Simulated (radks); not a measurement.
The numbers below are computed, except where a source is named.
Initial-state core-level shifts of the tungsten ion W2+ when its valence configuration changes from [Xe] 4f14 5d4. Level of theory: non-relativistic Kohn-Sham, PBE, spin-polarised, spherical densities, point nucleus; open shells are filled with parallel spins first (spin-orbit coupling, left out, can overturn this in heavy ions); relativity is left out, which matters for an element this heavy (a radial shooting solver on a logarithmic mesh with Libxc functionals). Shifts are changes of the shell-averaged eigenvalues in eV (positive: less bound); the change of the density at the nucleus, which sets a Mossbauer isomer shift, is in e/bohr^3, on a base of 2.901e+05.

valence,3s,3p,5s,5p,density at nucleus
4f12 5d6,-26.832,-26.725,-7.327,-6.086,+33.92
4f13 5d4 6p1,-18.190,-18.138,-8.476,-7.644,+19.14
4f12 5d4 6s2,-35.655,-35.553,-15.251,-13.628,+81.16
4f13 5d5,-12.910,-12.857,-3.546,-2.912,+16.55
4f14 5d2 6s2,-8.298,-8.303,-7.661,-7.278,+43.59
4f13.5 5d2.5 6s2,-14.882,-14.861,-9.615,-8.916,+52.68
4f13 5d4 6s1,-17.127,-17.075,-7.424,-6.605,+38.83
4f11 5d6 6p1,-46.752,-46.594,-15.847,-13.816,+55.29
4f14 5d3 6s1,-4.007,-4.009,-3.726,-3.540,+21.18
